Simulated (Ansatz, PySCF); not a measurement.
# Energy differences in one family of gas-phase species

Each structure stands at its B3LYP-D3(BJ)/def2-SVP stationary point, reached from a drawn start (curvature not checked).

(1), Cl5Nb (SMILES [Cl][Nb]([Cl])([Cl])([Cl])[Cl]) (charge 0, multiplicity 1):
```xyz
6

Nb     0.00001     0.00000     0.00000
Cl     0.00000     0.00000     2.33429
Cl     0.00000     0.00000    -2.33429
Cl     2.28718     0.00000     0.00000
Cl    -1.14360     1.98075     0.00000
Cl    -1.14360    -1.98075     0.00000
```

(2), Cl4H2NNb (SMILES [NH2][Nb]([Cl])([Cl])([Cl])[Cl]) (charge 0, multiplicity 1):
```xyz
8

N     -1.303     0.142     0.008
Nb     0.637    -0.070    -0.004
Cl     0.174    -2.356    -0.182
Cl     1.762    -0.347     1.990
Cl     0.681     2.263     0.175
Cl     1.772    -0.039    -2.011
H     -1.954    -0.638    -0.054
H     -1.769     1.044     0.078
```

(3), HCl (SMILES Cl) (charge 0, multiplicity 1):
```xyz
2

Cl     0.0000     0.0000     0.6448
H      0.0000     0.0000    -0.6448
```

(4), NH3 (SMILES N) (charge 0, multiplicity 1, Z-matrix in Å and degrees):
```
N
H 1 1.0226
H 1 1.0226 2 105.12
H 1 1.0226 2 105.11 3 -110.65
```

(5), Cl5H3NNb (SMILES [NH3+][Nb-]([Cl])([Cl])([Cl])([Cl])[Cl]) (charge 0, multiplicity 1):
```xyz
10

Nb     0.0000     0.0027     0.9573
Cl     0.0000    -0.0046     3.2432
Cl     2.3265     0.0096     0.6191
Cl     0.0000     2.3343     0.6331
Cl    -2.3265     0.0096     0.6191
Cl     0.0000    -2.3196     0.6089
N      0.0000    -0.0109    -1.3989
H      0.0000     0.9479    -1.7552
H      0.8294    -0.4846    -1.7633
H     -0.8294    -0.4846    -1.7633
```

```tsv
step	quantity	PBE/def2-TZVPP (eV)	r2SCAN/def2-TZVPP (eV)	B3LYP-D3(BJ)/def2-TZVPP (eV)	PBE0/def2-TZVPP (eV)	wB97M-V/def2-TZVPP (eV)	CCSD(T)/def2-TZVPP (eV)
(1) + (4) → (2) + (3)	reaction energy	0.347	0.321	0.299	0.286	0.201	0.202
(1) + (4) → (5)	reaction energy	-1.014	-1.184	-1.209	-1.100	-1.273	-1.215
(5) → (2) + (3)	reaction energy	1.361	1.504	1.508	1.386	1.473	1.417
```

Right side less left side. No zero-point or thermal terms; no spin–orbit coupling.

Cores are frozen in the correlated methods.

Codes used: Ansatz (an electronic-structure program) with Gaussian orbitals; PySCF for the D3/D4 terms. No computed number here is a measurement. Elements past Kr take the def2 small-core potentials, without spin–orbit coupling.

At CCSD(T)/def2-TZVPP the steps run from -1.215 ((1) + (4) → (5)) to 1.417 eV ((5) → (2) + (3)); 1 of 3 are downhill as written. PBE/def2-TZVPP, r2SCAN/def2-TZVPP, B3LYP-D3(BJ)/def2-TZVPP, PBE0/def2-TZVPP, wB97M-V/def2-TZVPP give the same order. No level here is sure enough to rank the others by; between PBE/def2-TZVPP and CCSD(T)/def2-TZVPP the widest gap is 0.201 eV, for (1) + (4) → (5).

The steps were written down ahead of the runs, not picked by their results: 3 of 3 stand here.
